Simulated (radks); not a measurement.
Coulomb parameter of the 5d shell of the iridium ion Ir2+ in the model configuration [Xe] 4f14 5d5.5 6p1.5, as a second difference U = [E(n + 0.5) + E(n - 0.5) - 2 E(n)] / (0.5)^2 with all orbitals relaxed. "Bare": the charge of the atom changes with n. "Screened": the 6p shell takes up the change at fixed total charge, which measures U(5d,5d) + U(6p,6p) - 2 U(5d,6p). All-electron calculation, scalar-relativistic Kohn-Sham, r2SCAN, spin-unpolarised, spherical densities, finite nucleus; meta-GGA in the generalised Kohn-Sham scheme; Fermi nuclear charge, rms radius 5.4032 fm. Program: a radial shooting solver on a logarithmic mesh with Libxc functionals.

| case | configuration | E - E(n) (eV) |
|---|---|---|
| start | [Xe] 4f14 5d5.5 6p1.5 | 0.000 |
| bare +0.5 | [Xe] 4f14 5d6 6p1.5 | -13.679 |
| bare -0.5 | [Xe] 4f14 5d5 6p1.5 | 16.722 |
| screened +0.5 | [Xe] 4f14 5d6 6p1 | -6.785 |
| screened -0.5 | [Xe] 4f14 5d5 6p2 | 7.307 |

U(bare) = 12.171 eV, U(screened by 6p) = 2.089 eV, against the Slater integral F0(5d,5d) = 16.004 eV with frozen orbitals.
